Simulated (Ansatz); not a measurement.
This geometry of CH3ClGeO (7 atoms, charge 0, multiplicity 1) is a first-order saddle point.

Method: Ansatz, RKS B3LYP/def2-SVP.

```xyz
7
Properties=species:S:1:pos:R:3
Cl -0.355 -1.472 1.818
C 0.287 -0.588 0.400
O -0.326 -0.771 -0.756
Ge -0.388 1.321 -0.025
H 1.385 -0.646 0.365
H -1.318 0.217 -0.890
H 0.775 1.870 -0.958
```

Which two structures does it join? (They come from a converged band through this point; their orientation in space is the band's.)

Bonds broken: Ge4–H6. Bonds formed: O3–H6.

Initial state:

```xyz
7
Properties=species:S:1:pos:R:3
Cl -0.500 -1.620 1.640
C 0.467 -0.671 0.446
O 0.169 -0.868 -0.875
Ge -0.305 0.892 -0.387
H 1.525 -0.735 0.742
H -1.826 1.047 -0.412
H 0.531 1.887 -1.199
```

Final state:

```xyz
7
Properties=species:S:1:pos:R:3
Cl -0.507 -1.176 1.734
C 0.273 -0.332 0.357
O -0.551 -0.419 -0.835
Ge -0.095 1.637 0.055
H 1.229 -0.826 0.156
H -1.444 -0.695 -0.573
H 1.157 1.745 -0.940
```

How far does it lie above each of them?

122.6 kJ/mol above the first and 121.8 kJ/mol above the second. This is the barrier of this one path; another mechanism may lie lower. The orbitals stay closed-shell, which can raise the energy where a bond breaks towards radicals; this wasn't checked here.

Time of the run: 110 s on 2 threads of Arm Neoverse V1, with other jobs on the host, peak memory 0.21 GiB.
